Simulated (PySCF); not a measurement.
# Unknowns

PySCF calculation with PBE0/pcSseg-1 with gauge-including orbitals and geometry from GFN2-xTB; one computed conformer, isolated molecule, averaged over atoms made equivalent by symmetry, fast rotation or ring inversion, non-relativistic Hamiltonian.

δ = σ(ref) − σ, references computed at the same level: 1H (σref 31.72) and 13C (σref 186.93) vs TMS. Splittings of carbon signals by F and P are missing where no couplings were computed. Where no couplings were computed, multiplicities follow the n + 1 count of equivalent neighbours, and m marks all less simple cases (inequivalent or close neighbours, rings, F or P nearby). Shifts are as computed. Against solution values, carbons near 30 ppm lie about +3 ppm off and those near 130 ppm about +5 ppm. Of 1309 compounds with measured shifts, 239 miss one by over three times the rms of a fit or turn the order of signals round; such compounds aren't used in these exercises.

(1) C₅H₁₄N₂Si₂. 1H NMR (500 MHz, computed): δ 8.64 (t, 1H), 5.75 (m, 1H), 5.51 (m, 1H), 5.47 (m, 1H), 5.46 (s, 2H), 4.52 (s, 3H), 3.13 (m, 2H), 2.80 (s, 3H). 13C{1H} NMR (computed): δ 181.5 (CH), 140.0 (CH), 125.4 (CH2), 51.6 (CH2), 33.7 (CH3). Give a structure.

(2) C₇H₁₀F₂O₂. 1H NMR (300 MHz, computed): δ 6.33 (m, 1H), 3.77 (m, 1H), 2.98 (m, 1H), 2.79 (m, 1H), 2.72 (m, 1H), 2.04 (m, 1H), 1.99 (m, 1H), 1.81 (m, 1H), 1.69 (m, 1H), 1.46 (m, 1H). 13C{1H} NMR (computed): δ 126.7, 78.9, 53.1, 48.5, 38.0, 32.7, 28.5. What is it?

(3) C₇H₁₁ClSi. 1H NMR (500 MHz, computed): δ 6.37 (m, 1H), 6.28 (m, 1H), 6.10 (m, 1H), 5.35 (m, 1H), 5.32 (m, 1H), 5.18 (m, 1H), 2.48 (m, 1H), 2.41 (m, 1H), 1.87 (m, 1H), 1.24 (m, 1H), 0.80 (m, 1H). 13C{1H} NMR (computed): δ 147.0 (CH), 139.5 (CH), 138.7 (CH), 119.7 (CH2), 37.9 (CH), 24.7 (CH2), 16.9 (CH2). Give a structure.

Results:

(1) `C=CC/C=N\[SiH2]N(C)[SiH3]`. Rings plus π bonds: 2 (no ring in the answer). 5 carbon signals for 5 carbons: no two carbons are equivalent. Carbon types of the structure: 2 × CH, 2 × CH2, 1 × CH3, leaving 5 H on heteroatoms. δC 181.5: C=N carbon. δC 140.0: alkene CH; as expected for a trigonal carbon in a double bond. δC 125.4: terminal =CH2 carbon; an sp2 carbon of a C=C bond. δH 8.64: hydrogen on a C=N carbon.

The data come from this structure; uniqueness wasn't tested.

(2) SMILES FC(F)O[C@@H]1CC[C@H]2O[C@H]2C1. The formula gives 2 degrees of unsaturation (2 rings in the answer). 7 carbon signals for 7 carbons: no two carbons are equivalent. Carbon types of the structure: 4 × CH, 3 × CH2, which accounts for all hydrogens. δC 126.7: sp3 CH bonded to 2 F and O; 3 electronegative neighbours deshield it. δC 78.9: sp3 CH bonded to O; pulled downfield by the heteroatom. δH 6.33: hydrogen on an sp3 CH bonded to 2 F and O; its carbon carries F and O, an electronegative neighbour. δH 3.77: hydrogen on an sp3 CH bonded to O; its carbon carries O, which withdraws density.

This is the structure that produced the data.

(3) SMILES C(=C)[C@@H]1C=CCC[Si@@H]1Cl. Rings plus π bonds: 3 (1 ring in the answer). 7 carbon signals for 7 carbons: no two carbons are equivalent. Carbon types of the structure: 4 × CH, 3 × CH2, leaving 1 H on heteroatoms. δC 147.0, 139.5, 138.7: alkene CH; the olefinic region. δC 119.7: terminal =CH2 carbon; an sp2 carbon of a C=C bond. δH 6.37, 6.28, 6.10: hydrogen on an alkene CH; attached to an sp2 carbon and in the plane of the double bond. δH 2.48, 1.87: hydrogen on an allylic sp3 CH2; allylic position.

The shifts were computed for this structure.
